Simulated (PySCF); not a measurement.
Species: CH7BNO2 (charge +1, singlet). It need not be the lowest isomer of its formula. 
Structure (B3LYP-D3(BJ)/def2-TZVP (Ansatz) minimum search):
```xyz
12

C     -1.8983    -0.1572    -0.0892
N     -0.6268    -0.4917     0.6633
B      0.6396     0.0885    -0.0259
O      0.9301     1.3198     0.3993
O      1.1638    -0.7548    -0.9178
H     -2.7448    -0.5876     0.4384
H     -1.9915     0.9242    -0.1352
H     -1.8223    -0.5771    -1.0884
H     -0.6983    -0.1237     1.6137
H     -0.5424    -1.5074     0.7353
H      1.6838     1.7974     0.0332
H      1.9430    -0.5036    -1.4276
```
Charge +1, spin multiplicity 1.

Dispersion corrections to the total energy (kcal/mol) from the dftd3 and dftd4 libraries through PySCF: D3(BJ) without and D4 with the three-body term, each with the damping fitted for the functional named.

```tsv
functional	D3(BJ)	D4
BLYP	-9.71	(withheld)
PBE0	-3.98	-3.24
LC-wPBE	-4.19	-4.28
TPSSh	-5.30	-4.80
PW6B95	-2.11	-3.36
B2PLYP	-3.51	(withheld)
r2SCAN	-1.32	(withheld)
```

**Question.** What belongs in the gaps?

**Answer.** 
- BLYP, D4: -8.80
- B2PLYP, D4: -2.72
- r2SCAN, D4: -0.98
